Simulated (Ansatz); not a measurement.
Gas-phase electronic energies from Ansatz, PBE0-D4/def2-TZVP geometries. CCSD(T)/CBS adds triple-zeta CCSD(T) − MP2 to the extrapolated MP2 energy (def2 sets, frozen cores). This one scheme is used for every species. Functionals use def2-TZVPP. Each species was taken in one conformer, which may not be the lowest.

Reaction (ligand exchange at a B–C bond): `CBCN` + `O[SiH](O)F` → `CBO[SiH](O)F` + CH₃NH₂

`CBCN`:

```xyz
12

C     1.085   -0.004   -1.534
B     0.379    0.492   -0.237
C    -0.571   -0.427    0.583
N    -0.931    0.034    1.911
H     0.777   -0.993   -1.881
H     2.163   -0.047   -1.321
H     0.991    0.714   -2.355
H     0.552    1.629    0.122
H    -1.433   -0.551   -0.111
H    -0.140   -1.436    0.641
H    -1.750   -0.439    2.270
H    -1.123    1.027    1.909
```

`O[SiH](O)F`:

Cartesian coordinates in Å:
```
O -0.123 0.746 1.130
Si -0.277 -0.110 -0.248
O 1.054 0.105 -1.144
F -0.480 -1.641 0.150
H -0.648 0.490 1.889
H -1.430 0.275 -1.073
H 1.905 0.136 -0.703
```

`CBO[SiH](O)F`:

```xyz
12

C     1.516    1.689   -0.146
B     0.856    0.309   -0.437
O    -0.355   -0.006    0.095
Si   -1.322   -1.319   -0.022
O    -1.816   -1.787    1.447
F    -2.559   -0.867   -0.909
H     2.504    1.544    0.306
H     0.921    2.334    0.503
H     1.707    2.216   -1.088
H     1.401   -0.510   -1.136
H    -0.661   -2.461   -0.663
H    -2.191   -1.144    2.050
```

CH₃NH₂:

Z-matrix (Å, degrees):
```
C
N 1 1.453
H 1 1.092 2 109.4
H 1 1.100 2 115.4 3 -121.6
H 1 1.092 2 109.4 3 116.8
H 2 1.012 1 110.6 3 62.6
H 2 1.012 1 110.6 3 -179.3
```

(1) Is it downhill or uphill in electronic energy at CCSD(T)/CBS, and by how much? (An estimate is asked.)

(2) What do these levels give: PBE-D4, r2SCAN-D4, ωB97X-V, ωB97M-V, r2SCAN, MP2/def2-TZVPP, SCS-MP2/def2-TZVPP, CCSD/def2-TZVPP, CCSD(T)/def2-TZVPP, HF/def2-QZVPP, SCS-MP2/def2-QZVPP, MP2/CBS(def2)? (An estimate is asked.)

Largest T1 diagnostic among the species: 0.012.

Results:

(1) Computed: Downhill: ΔE = -136.1 kJ/mol.

(2) Ansatz gave: PBE-D4 -129.2, r2SCAN-D4 -134.7, ωB97X-V -135.1, ωB97M-V -134.8, r2SCAN -134.5, MP2/def2-TZVPP -137.7, SCS-MP2/def2-TZVPP -140.9, CCSD/def2-TZVPP -139.1, CCSD(T)/def2-TZVPP -138.6, HF/def2-QZVPP -150.5, SCS-MP2/def2-QZVPP -139.9, MP2/CBS(def2) -135.3 kJ/mol.

In def2-TZVPP, CCSD(T) changes the Hartree–Fock value by +11.0 kJ/mol (the triples alone add +0.5 kJ/mol) and MP2 by +11.9 kJ/mol.
